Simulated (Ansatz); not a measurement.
`OC(O)=[N][ZnH]`, charge 0, multiplicity 1.

**Question.** Give a relaxed structure at PBE0-D4/def2-TZVP (the Gaussian-basis code of Ansatz). (Estimate.)

**Answer.** The calculation gave: 
```xyz
8

O     1.736    1.127    0.264
C     0.799    0.198    0.015
O     1.451   -0.907   -0.396
N    -0.428    0.383    0.156
Zn   -2.072   -0.326    0.024
H     1.248    1.905    0.556
H     0.780   -1.572   -0.575
H    -3.512   -0.806   -0.044
```
Point group Cs.
